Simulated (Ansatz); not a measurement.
Basis-set series for H₇SSbSi₂, SMILES `[SiH3][S][SbH][SiH3]`. Total charge 0; spin multiplicity 1. Sb takes the def2 core potential. All single points use the PBE0-D4/def2-TZVP geometry. It is one conformer, not always the lowest.

Cartesian coordinates in Å:
```
Si 1.665 1.951 -0.664
S 0.706 0.130 -1.214
Sb -1.274 0.401 0.191
Si -1.136 -2.050 0.972
H 1.922 2.008 0.800
H 2.955 1.983 -1.397
H 0.843 3.132 -1.038
H -2.365 -0.016 -1.059
H -0.872 -2.952 -0.177
H -0.030 -2.153 1.958
H -2.415 -2.434 1.629
```

```csv
functional,basis,functions,energy (Eh),HOMO (eV),LUMO (eV)
PBE0-D4,def2-SVP,115,-1220.98286,-7.03,-1.41
PBE0-D4,def2-QZVPP,502,-1221.37134,-7.09,-1.59
ωB97M-V,def2-SVP,115,-1221.22572,-8.99,0.48
ωB97M-V,def2-QZVPP,502,-1221.61563,-9.08,0.11
```

(1) Give the rows for def2-TZVPP. (Estimate.)

Answers

(1) The calculation gave: 
```csv
functional,basis,functions,energy (Eh),HOMO (eV),LUMO (eV)
PBE0-D4,def2-TZVPP,274,-1221.33744,-7.07,-1.54
ωB97M-V,def2-TZVPP,274,-1221.58356,-9.07,0.21
```

Positive LUMOs are unbound and depend on the basis.

Program: Ansatz 0.2.0.
